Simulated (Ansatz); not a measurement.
BrClH3NSi, SMILES N[SiH](Cl)Br.

Geometry optimised at B3LYP-D3(BJ)/def2-SVP. This is a generated structure with no PubChem entry under its InChIKey; it may be hypothetical. Other conformers were not sampled.

Two levels are set side by side: PBE/def2-SVPD (Ansatz, a first-principles code) and PBE0/def2-SVPD (Ansatz). Energy differences of separate SCF runs at the same geometry; the states with an electron removed or added have multiplicity 2 and 2. Differences are taken from unrounded values.

| quantity | PBE0 | PBE | PBE minus PBE0 |
|---|---|---|---|
| vertical ionisation energy (eV) | 10.24 | 9.78 | -0.46 |
| vertical singlet–triplet gap (eV) | 6.34 | 5.79 | -0.55 |
